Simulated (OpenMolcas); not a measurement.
# N: effect of the level shift or regulariser

| Quantity | Value |
| --- | --- |
| Program | OpenMolcas |
| Basis | ANO-R2 [4s4p2d1f] |
| Scalar Hamiltonian | X2C, finite nucleus |
| Active space | 5 electrons in 9 orbitals (RAS2 2s 2p; RAS3 3d, at most 2 electrons) |
| State averaging | 2S+1 = 4 odd, 1 root; 2S+1 = 2 odd, 8 roots; 2S+1 = 4 even, 3 roots; 2S+1 = 2 even, 5 roots (0 in the spin-orbit step) |
| Spin-orbit coupling | state interaction with AMFI integrals over the reference wave functions, term energies averaged over their components |

Methods on the same reference wave functions:
A. RASSCF
B. SS-RASPT2, IPEA 0.25 Eh, imaginary shift 0.1 Eh (closed shells correlated: 1s)
C. SS-RASPT2, IPEA 0.25 Eh, imaginary shift 0.3 Eh (closed shells correlated: 1s)

Energies in cm⁻¹ above 2s² 2p³ ⁴S°_3/2, the measured ground level; measured values from NIST Handbook of Basic Atomic Spectroscopic Data.

```tsv
Level	A	B	C	Measured
2s² 2p³ ⁴S°_3/2	0.0	0.0	0.0	0.0
2s² 2p³ ²D°_3/2	22545	19867	19872	19233
2s² 2p³ ²D°_5/2	22545	19868	19873	19224
2s² 2p³ ²P°_3/2	33447	29718	29739	28839
2s² 2p³ ²P°_1/2	33449	29720	29742	28839
2s 2p⁴ ⁴P_5/2	91018	88295	88378	88107
2s 2p⁴ ⁴P_3/2	91077	88354	88438	88151
2s 2p⁴ ⁴P_1/2	91112	88389	88473	88171
```

Deviations, from unrounded energies. A percentage is the sum of absolute deviations over the sum of measured energies, with the sign that they share, or ± where signs differ.

```
                        Against measurement  Levels      A     B     C
             mean absolute deviation (cm-1)       7   3500   520   560
other terms of the ground configuration (%)       4  +16.5  +3.2  +3.2
                   other configurations (%)       3   +3.3  +0.2  +0.3
```

B lies closest to measurement on these levels and A furthest from it. The largest miss of B in the table is 2s² 2p³ ²P°_1/2, by +880 cm-1. The ranking rests on the paired levels alone, and a cruder setting can come out closer through cancelling errors.

Between B and C the level of the table that moves most is 2s 2p⁴ ⁴P_5/2, by 83 cm-1 (lowest in B, highest in C).

From A to B the spin-free energies of the other terms of 2s² 2p³ shown, above ⁴S°, scale by factors of 0.88 to 0.89.

The lowest spin-free term lies below A's lowest term by 0.062 hartree in B, 0.062 hartree in C.

Active for correlation alone: 3d; no level in the range computed is led by a configuration that fills it, so any true level of that kind is missing. Without dynamic correlation excited terms often stand tens of per cent too high (terms of higher spin than the ground term too low), and those without a measured partner can miss by more than the paired ones (holds for A). Computed and measured levels are paired by configuration, term and J; levels that our copy of the source lacks, or whose pairing is in doubt (as where it misses far off the trend of its configuration), stay unpaired and out of the deviations. Only configurations of the active space appear.

° marks odd parity.
